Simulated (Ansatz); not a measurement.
Abridged output of a molecular run in Ansatz:

```
Functional definition: HF
918 factors; integrals over basis functions are off by at most 1.2e-3 eV
mean field evaluation 1: about -62747.4016 eV, gradient 4.7e1 eV
mean field evaluation 2: about -62747.4444 eV, gradient 4.7e1 eV
mean field evaluation 4: about -62751.6187 eV, gradient 2.8e0 eV
mean field evaluation 8: about -62751.6495 eV, gradient 1.9e-4 eV
mean field -62751.64952424 eV, -2306.0805854200 hartree, gradient 7.1e-6 eV, S^2 0.000000; 0 other end points of the search recorded, 0 dependent functions left out
12 core orbitals not correlated: weight in the atoms' cores, before any rotation towards them, 1.000 or more for the frozen orbitals, at most 0.000 for the correlated occupied ones
reference -62751.64952424 eV, -2306.0805854200 hartree; 18, 18 occupied and 64, 64 virtual orbitals, 918 factors
second order -21.10006922 eV of doubles, -0.00000000 eV of singles
cycle   1  -20.86188373 eV  change    2.4e-1 eV  update   1.0e-1
cycle   2  -21.36521095 eV  change   -5.0e-1 eV  update   2.9e-2
cycle   3  -21.48112743 eV  change   -1.2e-1 eV  update   1.5e-2
cycle   4  -21.47277647 eV  change    8.4e-3 eV  update   3.0e-3
cycle   5  -21.47105877 eV  change    1.7e-3 eV  update   1.3e-3
cycle   6  -21.47147707 eV  change   -4.2e-4 eV  update   3.8e-4
cycle   7  -21.47127422 eV  change    2.0e-4 eV  update   1.2e-4
cycle   8  -21.47122316 eV  change    5.1e-5 eV  update   3.7e-5
cycle   9  -21.47121840 eV  change    4.8e-6 eV  update   1.3e-5
perturbative correction -0.47672113 eV, -0.0175191785 hartree
Total energy: -62773.59746377 eV, -2306.8871573208 hartree
```

Its atoms:

Cartesian coordinates in Å:
```
N 0.601 -0.803 1.008
Ge -0.178 -0.096 -0.451
O -1.340 1.075 0.160
F 0.904 0.852 -1.445
H 0.931 -0.142 1.695
H 1.281 -1.532 0.857
H -0.747 -1.167 -1.382
H -1.453 1.814 -0.442
```

Question: Which basis set was used?
A. def2-QZVPP
B. def2-SVP
C. cc-pV(Q+d)Z
D. def2-SVPD

Answer: B. It gives 94 functions.

Question: Write the keys of the input that set method, charge and spin (a neutral closed shell needs none for the last two).

Answer: 
```yaml
correlation: {method: ccsd_t}
```
